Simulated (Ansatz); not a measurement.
Mulliken charges of CH5BO2 (`OBCO`) from ωB97M-V/def2-TZVPP in Ansatz (PBE0-D4/def2-TZVP geometry).

| atom | x (Å) | y (Å) | z (Å) | charge (e) |
| --- | --- | --- | --- | --- |
| O1 | -0.909 | 1.168 | -0.409 | -0.288 |
| B2 | 0.270 | 0.509 | -0.538 | 0.058 |
| C3 | 0.463 | -0.767 | 0.340 | 0.007 |
| O4 | -0.618 | -1.104 | 1.184 | -0.345 |
| H5 | -0.993 | 1.947 | -0.962 | 0.191 |
| H6 | 1.114 | 0.901 | -1.297 | 0.034 |
| H7 | 0.692 | -1.614 | -0.327 | 0.078 |
| H8 | 1.378 | -0.638 | 0.941 | 0.078 |
| H9 | -1.308 | -0.448 | 1.052 | 0.187 |

Q: By hand: the dipole of these point charges (1 e Å = 4.8032 D).

A: Σ q r = (0.259, 0.212, -0.303) e Å, of length 0.451 e Å = 2.17 D.

Q: How does the dipole of the full density compare? (Best estimate.)

A: Ansatz gave: (0.026, 0.493, -0.393) e Å, 3.03 D; the point charges give 0.72 times that, at 36° from its direction.

Point charges leave out the atoms' own dipoles, such as those of lone pairs, and Mulliken's split depends on the basis, so the two needn't agree.
